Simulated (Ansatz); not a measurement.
Molecular dynamics, step by step

H₂SeCl (charge -1), closed shell, revPBE-D4/def2-SVP (Ansatz 0.2.0). Settings (timestep in fs, temperature in K; T counts 6 degrees of freedom):

```yaml
hamiltonian: {xc: {name: revPBE}, dispersion: d4}
md: {n_steps: 80, timestep: 1.0, temperature: 300, ensemble: nve, seed: 896, initial_velocities: maxwell_boltzmann}
```

Start:

Cl1  (0.504, -0.347, -2.070)
Se2  (-0.767, 0.428, 0.953)
H3  (-0.133, 0.042, -0.541)
H4  (0.397, -0.123, 1.658)
(Å)

| step | time (fs) | potential energy less the start (meV) | kinetic energy (meV) | T (K) |
| --- | --- | --- | --- | --- |
| 0 | 0.00 | 0.0 | 77.6 | 300 |
| 5 | 5.00 | -5.9 | 83.7 | 324 |
| 10 | 10.00 | -20.6 | 98.1 | 379 |
| 15 | 15.00 | -3.3 | 80.7 | 312 |
| 20 | 20.00 | 22.8 | 55.1 | 213 |
| 25 | 25.00 | 21.6 | 56.1 | 217 |
| 30 | 30.00 | 34.4 | 43.0 | 166 |
| 35 | 35.00 | 52.7 | 25.1 | 97 |
| 40 | 40.00 | 54.7 | 23.3 | 90 |
| 45 | 45.00 | 38.8 | 38.7 | 150 |
| 50 | 50.00 | 21.7 | 55.8 | 216 |
| 55 | 55.00 | 17.4 | 60.5 | 234 |
| 60 | 60.00 | 19.1 | 58.6 | 227 |
| 65 | 65.00 | 19.5 | 58.0 | 224 |
| 70 | 70.00 | 14.5 | 63.4 | 245 |
| 75 | 75.00 | 9.7 | 68.0 | 263 |
| 80 | 80.00 | 15.6 | 61.8 | 239 |

Step 10, positions (Å) and forces (eV/Å):

```csv
atom,x,y,z,Fx,Fy,Fz
Cl1,0.520,-0.358,-2.100,-0.092,0.134,0.076
Se2,-0.775,0.432,0.971,-0.367,0.242,-0.331
H3,-0.137,0.120,-0.746,0.088,-0.196,0.125
H4,0.448,-0.155,1.529,0.371,-0.181,0.131
```

Step 15, positions (Å) and forces (eV/Å):

```json
{"atom": "Cl1", "x": "0.527", "y": "-0.362", "z": "-2.115", "Fx": "0.027", "Fy": "0.048", "Fz": "-0.147"}
{"atom": "Se2", "x": "-0.779", "y": "0.435", "z": "0.980", "Fx": "-0.016", "Fy": "0.065", "Fz": "-0.285"}
{"atom": "H3", "x": "-0.096", "y": "0.091", "z": "-0.844", "Fx": "-0.100", "Fy": "-0.067", "Fz": "0.370"}
{"atom": "H4", "x": "0.487", "y": "-0.178", "z": "1.449", "Fx": "0.089", "Fy": "-0.046", "Fz": "0.062"}
```

Step 30, positions (Å) and forces (eV/Å):

```json
{"atom": "Cl1", "x": "0.548", "y": "-0.373", "z": "-2.161", "Fx": "-0.278", "Fy": "0.103", "Fz": "0.568"}
{"atom": "Se2", "x": "-0.789", "y": "0.441", "z": "1.001", "Fx": "0.401", "Fy": "-0.286", "Fz": "-0.577"}
{"atom": "H3", "x": "-0.148", "y": "-0.013", "z": "-0.738", "Fx": "-0.028", "Fy": "0.115", "Fz": "-0.190"}
{"atom": "H4", "x": "0.521", "y": "-0.208", "z": "1.302", "Fx": "-0.095", "Fy": "0.068", "Fz": "0.199"}
```

Last step (80):

```
atom    x (Å)    y (Å)    z (Å)
 Cl1   0.5149  -0.3529  -2.1077
 Se2  -0.7710   0.4305   0.9666
  H3  -0.0801  -0.0612  -0.5961
  H4   0.2474   0.0007   1.9670
```

Hardware: 2 CPU threads of an Arm Neoverse V2, shared host. Wall time about 32 s.
